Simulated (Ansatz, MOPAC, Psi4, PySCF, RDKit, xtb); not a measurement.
Complex: C2H2 (SMILES C#C) (first 4 atoms) with C2H6O (SMILES COC); geometry from B3LYP-D3(BJ)/def2-TZVP, rigid monomers moved along the line of their centres of mass till H4···O6 is 2.44 Å.
(charge 0, multiplicity 1):
| atom | x (Å) | y (Å) | z (Å) |
|---|---|---|---|
| C | 0.5363 | 0.0417 | -0.2194 |
| C | 0.0530 | 0.0058 | 0.8766 |
| H | 0.9640 | 0.0733 | -1.1915 |
| H | -0.3742 | -0.0248 | 1.8575 |
| C | -0.5265 | 1.3835 | 4.6735 |
| O | -0.8038 | 0.0608 | 4.2578 |
| C | 0.0541 | -0.8892 | 4.8584 |
| H | 0.4972 | 1.6773 | 4.4104 |
| H | -0.6562 | 1.4922 | 5.7571 |
| H | -1.2290 | 2.0390 | 4.1617 |
| H | 1.1034 | -0.6953 | 4.6036 |
| H | -0.2302 | -1.8692 | 4.4794 |
| H | -0.0501 | -0.8808 | 5.9500 |

Counterpoise-corrected where a basis set is named; no monomer relaxation. Rows marked so take none. RDKit's UFF carries no charges.

Correlated levels freeze the cores. Rows in 3-21G carry no dispersion term and start afresh at each structure. The state that PM6, PM7 reach isn't checked; PM7 holds dispersion and hydrogen-bond terms.

Run with Ansatz (Gaussian orbitals); MOPAC for PM6, PM7 (differences of heats of formation); Psi4 for SAPT; PySCF for 3-21G rows, the dispersion terms; RDKit for the force fields; xtb for the GFN methods. 

```
level                          interaction energy (kcal/mol)
-----------------------------  -----------------------------
UFF                                                    -0.14
PM6                                                    -1.61
PM7                                                    -1.75
GFN1-xTB                                               -1.48
PBE-D3(BJ)/def2-TZVPPD                                 -3.16
B3LYP/3-21G (no counterpoise)                              ?
PBE0-D4/def2-TZVPPD                                    -3.13
CCSD(T)/aug-cc-pVDZ                                        ?
SAPT0/jun-cc-pV(D+d)Z                                  -3.16
```

**Question.** What belongs in the gaps?

**Answer.** 
- B3LYP/3-21G (no counterpoise), interaction energy (kcal/mol): -6.89
- CCSD(T)/aug-cc-pVDZ, interaction energy (kcal/mol): -2.80

Ansatz is a program for electronic structure.
